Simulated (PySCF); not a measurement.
**`C=C1[C@@H](CBr)[C@@]1(F)C#N`, C6H5BrFN**

Cartesian coordinates in Å; atom numbers follow the order of the lines, from 1:
```xyz
14

C    -0.9579    1.9411    0.1248
C    -0.4654    0.8028   -0.2857
C     0.6806   -0.0825   -0.5147
C     1.4196   -0.7044    0.6366
Br    2.6557    0.5984    1.4146
C    -0.7489   -0.5403   -0.8438
F    -1.0659   -0.6443   -2.1733
C    -1.3811   -1.5205   -0.0230
N    -1.8719   -2.2889    0.6678
H    -0.3153    2.7181    0.5069
H    -2.0157    2.1441    0.0928
H     1.2963    0.1325   -1.3839
H     2.0249   -1.5534    0.3207
H     0.7443   -1.0032    1.4381
```

Theory: PySCF 2.14.0, GIAO B97-2/pcSseg-1 magnetisability, rotational g tensor and spin-rotation constants, non-relativistic, gas phase. Geometry: GFN2-xTB.

The calculation is non-relativistic, which matters for the atoms heavier than Zn.

(1) How diamagnetic is it, and how anisotropic?

(2) Split it along the inertial axes a, b, c into diamagnetic and paramagnetic parts about the centre of mass, with the quadrupole moment.

(3) And the rotational g tensor?

## Answers

(1) Isotropic -1540 × 10⁻³⁰ J/T², or -92.8 × 10⁻⁶ cm³/mol; principal values -1741, -1530, -1350 × 10⁻³⁰ J/T², anisotropy 339 × 10⁻³⁰ J/T² (root of half the summed squared differences of the principal values). The susceptibility is in cgs units.

(2) 
| axis | χ (10⁻⁶ cm³/mol) | diamagnetic (10⁻⁶ cm³/mol) | paramagnetic (10⁻⁶ cm³/mol) | summed x² of all electrons (Å²) | quadrupole Θ (D Å) |
| --- | --- | --- | --- | --- | --- |
| a | -92.3 | -689.7 | 597.3 | 398.4 | -11.16 |
| b | -94.8 | -1942.6 | 1847.9 | 103.1 | +3.89 |
| c | -91.2 | -2127.7 | 2036.5 | 59.5 | +7.28 |

Anisotropies 2χaa − χbb − χcc = +1.3 and 2χbb − χaa − χcc = -6.0 × 10⁻⁶ cm³/mol. Θ is traceless in Buckingham's convention.

(3) 
```
axis  rotational constant (GHz)        g  nuclear part  electronic part
   a                     2.0458  -0.0204        0.5536          -0.5741
   b                     0.5628  -0.0073        0.4812          -0.4885
   c                     0.5171  -0.0081        0.4867          -0.4947
```
Asymmetric top; isotopes 79Br, 12C, 19F, 1H, 14N; no vibrational averaging.
